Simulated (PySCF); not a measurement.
Vibration and rotation of InCl⁻

UHF constants of InCl⁻, ²Π (doublet), unpaired electrons π ↑ (PySCF, scalar-relativistic core potentials, basis sets In def2-SVPD with ECP28, Cl def2-SVPD; masses 114.9039 and 34.9689 u):

```
ωe              : 184.6 cm⁻¹
ωexe            : 1.42 cm⁻¹
Be              : 0.085574 cm⁻¹
αe              : 0.000745 cm⁻¹
D (centrifugal) : 7.36e-08 cm⁻¹
```

Task: Give the vibrational terms G(v) and spacings up to v = 6.

Result: G(v) = ωe(v+½) − ωexe(v+½)².

| v | G(v) (cm⁻¹) | G(v) − G(v−1) | Bv (cm⁻¹) |
| --- | --- | --- | --- |
| 0 | 91.9 |  | 0.08520 |
| 1 | 273.7 | 181.8 | 0.08446 |
| 2 | 452.6 | 178.9 | 0.08371 |
| 3 | 628.7 | 176.1 | 0.08297 |
| 4 | 801.9 | 173.2 | 0.08222 |
| 5 | 972.3 | 170.4 | 0.08148 |
| 6 | 1139.9 | 167.6 | 0.08073 |

These are scalar-relativistic numbers at best; spin–orbit coupling would shift them, the dissociation energy most. Hartree–Fock leaves out correlation, which carries a large part of most bond energies and some tenths to 1 eV of ionisation energies. The state was picked by a PBE0 search and need not be the measured ground state.
